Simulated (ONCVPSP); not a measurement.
**Varying the ONCV potential for H**

Base potential:

* Element: hydrogen
* Generator: ONCVPSP 4.0.1
* Type: optimised norm-conserving Vanderbilt (ONCV)
* Functional: PBE
* Relativity: scalar-relativistic
* Frozen core: none
* Valence charge: 1
* Reference configuration: 1s1
* Partial waves: 1s: rc 1.50 bohr, ncon 5, nbas 9, qcut 7.5 1/bohr, 2 projectors, debl 2.1 Ha; p scattering state at 0.16 Ha: rc 1.35 bohr, ncon 5, nbas 10, qcut 5 1/bohr, local
* Local potential: the p channel
* Core correction: none

Cutoffs, loose and tight: the cutoffs (Ha) at which the residual kinetic energy of the hardest occupied pseudo-wave falls to 1 and 0.1 mHa per electron. They do not see the model core or the augmentation charge, which bear on the density cutoff. Test errors are all-electron minus pseudo excitation energies from the reference, over the configurations 1s0.5. A dash means not determined; rows that change the core or the reference have their own tests.

| change | outcome | cutoff, loose | cutoff, tight | bound ghosts | GHOST(+) flags above zero |
| --- | --- | --- | --- | --- | --- |
| base | generated | 14 Ha | 20 Ha | none | none |
| s: qcut 4.3 | generated | 11 Ha | 79 Ha | none | none |
| s: qcut 5.4 | generated | 11 Ha | 18 Ha | none | none |
| s: qcut 6.1 | generated | 12 Ha | 17 Ha | none | none |
| s: qcut 6.9 | generated | 13 Ha | 18 Ha | none | none |
| s: qcut 7.7 | generated | 14 Ha | 20 Ha | none | none |
| s: qcut 8.5 | generated | 15 Ha | 22 Ha | none | none |
| s: qcut 8.9 | generated | 16 Ha | 23 Ha | none | none |
| s: qcut 10.5 | generated | 17 Ha | 25 Ha | none | none |
| s: qcut 11.4 | generated | 17 Ha | 26 Ha | none | none |

Q: What comes out with this change to the base: s: qcut 9.9?

A: outcome: generated; cutoff, loose: 17 Ha; cutoff, tight: 24 Ha; bound ghosts: none; GHOST(+) flags above zero: none.

Reading the sweep of the qcut of the s channel (base included, trends over the rows without a ghost): The loose cutoff rises from 11 Ha at 4.3 to 17 Ha at 11.4 1/bohr. The waves are optimised to have the least kinetic energy above qcut, so the cutoff follows it (qcut²/2 in Ha).
